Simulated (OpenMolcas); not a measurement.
**How basis sets differ on InI (SMILES [In][I])**

InI has 2 atoms, charge 0, and is taken as a singlet. As SMILES, `[In][I]`. Geometry: a GFN2-xTB relaxation, a rough one for these elements and not checked as a minimum.

```xyz
2

In    0.0000    0.0000    0.0000
I     0.0000    0.0000    2.7892
```

Each level gives the vertical ionisation energy (to the doublet cation) (eV). The values are calculated.

```json
{"level": "B97-2/def2-SVP (core potential)", "kind": "global hybrid", "program": "OpenMolcas", "value (eV)": "8.82", "CPU time (all runs)": "7 s"}
{"level": "B97-2/def2-SVPD (core potential)", "kind": "global hybrid", "program": "OpenMolcas", "value (eV)": "8.84", "CPU time (all runs)": "8.8 s"}
{"level": "B97-2/def2-TZVP (core potential)", "kind": "global hybrid", "program": "OpenMolcas", "value (eV)": "8.77", "CPU time (all runs)": "17 s"}
{"level": "B97-2/def2-TZVPD (core potential)", "kind": "global hybrid", "program": "OpenMolcas", "value (eV)": "8.77", "CPU time (all runs)": "25 s"}
{"level": "B97-2/def2-QZVPPD (RICD fitting, core potential)", "kind": "global hybrid", "program": "OpenMolcas", "value (eV)": "8.77", "CPU time (all runs)": "1.9 min"}
```

Spin-orbit coupling, which can split open shells on such heavy atoms by tenths of an eV, is left out. The values span 8.77 to 8.84 eV. CPU times are rough (shared hosts, several kinds of processor): they show what a rung costs within a factor of a few.
